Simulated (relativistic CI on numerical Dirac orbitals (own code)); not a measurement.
## Spin-allowed bands of a d3 ion in an octahedral site, by hand

Problem. Take Δ = 21150 cm⁻¹ and B = 470 cm⁻¹ for a d3 ion in an octahedral site. Calculate the three spin-allowed bands.

Working.
1. The terms of highest spin are 4F (energy 0) and 4P (15B = 7050 cm⁻¹). Here the F term splits into A2 at −1.2Δ = -25380, T2 at −0.2Δ = -4230 and T1 at +0.6Δ = 12690 cm⁻¹.
2. The two T1 states mix through the element 0.4Δ: H = [[12690, 8460], [8460, 7050]], with roots ½(H₁₁ + H₂₂) ∓ ½√[(H₂₂ − H₁₁)² + 4H₁₂²] = ½(19740) ∓ ½(17835) = 952 and 18788 cm⁻¹.
3. The ground term is 4A2 at -25380 cm⁻¹.
4. Bands: 4T2 21150 cm⁻¹ (473 nm), 4T1(F) 26332 cm⁻¹ (380 nm), 4T1(P) 44168 cm⁻¹ (226 nm).

Check. Exact diagonalisation of the whole d3 shell with these parameters gives 4T2 21150, 4T1 26332, 4T1 44168 cm⁻¹. The match is exact, since without spin-orbit coupling no other term has this spin. The ratio of the second band to the first, 1.245, depends on Δ/B = 45.0 alone, which is how a Tanabe-Sugano diagram is read.
